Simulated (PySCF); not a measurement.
UHF on Sn- (tin, charge -1)

Configuration: [Kr] 4d10 5s2 5p3, high-spin 4S determinant. All numbers are calculated (PySCF 2.14, a scalar-relativistic core potential, in aug-cc-pV5Z-PP with ECP28MDF).

```
Total energy             : -213.375714 hartree
One-electron energy      : -381.0848 hartree
Hartree (Coulomb) energy : 184.9846 hartree
Exchange energy          : -17.2755 hartree
⟨S²⟩                     : 3.7547
⟨L²⟩                     : 0.000
Sum of ⟨r⟩               : 34.30 bohr
Sum of ⟨r²⟩              : 86.27 bohr²
Time after the integrals : roughly 6 core-seconds
```

```json
{"shell": "4s α", "electrons": "1", "mean orbital energy (eV)": "-153.20", "rms radius, mean of both spins (bohr)": "0.879"}
{"shell": "4s β", "electrons": "1", "mean orbital energy (eV)": "-153.04", "rms radius, mean of both spins (bohr)": "0.879"}
{"shell": "4p α", "electrons": "3", "mean orbital energy (eV)": "-103.85", "rms radius, mean of both spins (bohr)": "0.953"}
{"shell": "4p β", "electrons": "3", "mean orbital energy (eV)": "-103.68", "rms radius, mean of both spins (bohr)": "0.953"}
{"shell": "4d α", "electrons": "5", "mean orbital energy (eV)": "-29.389", "rms radius, mean of both spins (bohr)": "1.18"}
{"shell": "4d β", "electrons": "5", "mean orbital energy (eV)": "-29.220", "rms radius, mean of both spins (bohr)": "1.18"}
{"shell": "5s α", "electrons": "1", "mean orbital energy (eV)": "-10.261", "rms radius, mean of both spins (bohr)": "2.78"}
{"shell": "5s β", "electrons": "1", "mean orbital energy (eV)": "-5.744", "rms radius, mean of both spins (bohr)": "2.78"}
{"shell": "5p α", "electrons": "3", "mean orbital energy (eV)": "-1.587", "rms radius, mean of both spins (bohr)": "4.08"}
```

Energies and moments cover only the electrons outside the core potential.
